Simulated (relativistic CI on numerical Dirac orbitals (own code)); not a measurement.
A reference radial Dirac CI calculation of Dy³⁶⁺ gave the lowest total energy -11383.15849 Ha in 30 SCF steps, from this input:

```
atom Dy  Z=66  charge=36  electrons=30
nucleus A=164  rms_radius_fm=5.2218
hamiltonian dirac-coulomb  breit=on  qed=on  c_scale=1
orbitals kli  potential=per-configuration
slater_scale 1
correlation none
mixing on
grid step=0.0125 r_max=4
scf mixing=0.4 start=green max_iterations=150 tolerance=2e-08 node_fill=0.05
configurations
  [Ar] 3d10 4s2
  [Ar] 3d10 4s 4p
  [Ar] 3d10 4p2
end
```

One setting was then changed, and the output read:

```
SCF 1: [Ar] 3d10 4s2
 iter      energy (Ha)   residual   last orbital (Ha)
    1    -11256.181484   6.58e+00    -86.52995
    2    -11357.736212   3.68e+00    -74.11822
    3    -11401.624320   2.30e-01    -60.69380
    4    -11401.891457   1.70e-01    -60.75431
    5    -11401.989620   1.07e-03    -60.24335
    6    -11401.989690   3.18e-04    -60.24195
    7    -11401.989700   5.01e-05    -60.24126
    8    -11401.989700   8.46e-07    -60.24136
    9    -11401.989700   5.50e-07    -60.24136
   10    -11401.989700   2.08e-09    -60.24136
SCF 2: [Ar] 3d10 4s 4p
 iter      energy (Ha)   residual   last orbital (Ha)
    1    -11251.375067   6.58e+00    -81.64171
    2    -11353.553530   3.68e+00    -69.15750
    3    -11397.589945   2.29e-01    -55.96179
    4    -11397.866138   1.67e-01    -56.03675
    5    -11397.958203   1.23e-03    -55.54027
    6    -11397.958250   2.35e-04    -55.53828
    7    -11397.958266   4.58e-05    -55.53738
    8    -11397.958266   1.05e-06    -55.53745
    9    -11397.958266   6.60e-07    -55.53745
   10    -11397.958266   2.76e-09    -55.53745
SCF 3: [Ar] 3d10 4p2
 iter      energy (Ha)   residual   last orbital (Ha)
    1    -11246.141047   6.59e+00    -81.64171
    2    -11348.989922   3.68e+00    -69.09216
    3    -11393.206074   2.30e-01    -55.85007
    4    -11393.486091   1.66e-01    -55.92520
    5    -11393.575928   1.04e-03    -55.42317
    6    -11393.575966   2.65e-04    -55.42194
    7    -11393.575986   4.48e-05    -55.42108
    8    -11393.575986   1.07e-06    -55.42116
    9    -11393.575986   6.05e-07    -55.42116
   10    -11393.575986   2.38e-09    -55.42115
orbital energies (Ha): 2p1/2 -367.5614  2p3/2 -338.1045  3s -126.0789  3p1/2 -119.2704  3p3/2 -112.8987  3d3/2 -101.4543  3d5/2 -100.0406  4s -60.2414
configuration averages (Ha): Dirac-Coulomb, Breit, QED
  4s2                         -11401.989700   11.140547    7.756283
  4s 4p                       -11397.958266   11.148380    7.727563
  4p2                         -11393.575986   11.156585    7.698801
levels: no., configuration, term, J, E (cm-1), weight
   1 4s2                    1S   0                0.0  1.00
   2 4s 4p                  3P*  0           566308.3  1.00
   3 4s 4p                  3P*  1           598157.2  0.77
   4 4s 4p                  3P*  2          1002946.5  1.00
   5 4s 4p                  1P*  1          1083690.1  0.77
   6 4p2                    3P   0          1272718.5  0.71
   7 4p2                    3P   1          1681948.4  1.00
   8 4p2                    1D   2          1701775.3  0.63
   9 4p2                    3P   2          2129186.3  0.63
  10 4p2                    1S   0          2174460.4  0.71
lowest total energy -11383.117193 Ha
end: converged
```

Question: Which setting was changed?
A. charge
B. SCF mixing
C. Slater scale
D. QED terms

Answer: C. The Slater scale 0.6.
